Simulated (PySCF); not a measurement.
AlClBr₂, SMILES [Al]([Cl])([Br])[Br]. Heavy atoms are numbered as in [Al:1]([Cl:2])([Br:3])[Br:4].

Coordinates come from a r2SCAN-D4/def2-SVP optimisation. The structure was generated by enumeration; whether it is a known compound was not checked.

Level of theory: PBE0/pcSseg-1 (PySCF).

GIAO shieldings, no solvent; atoms alike by connectivity are averaged. δ = σ(ref) − σ: ³⁵Cl against HCl (σ = 945.9 ppm), references at their B3LYP-D3(BJ)/def2-TZVP geometries, non-relativistic (without spin–orbit terms, shifts of atoms bonded to Cl or Br come out too high).

```json
[
 {"nucleus": "³⁵Cl", "atoms": "Cl2", "count": "1", "δ (ppm)": "77.0"}
]
```
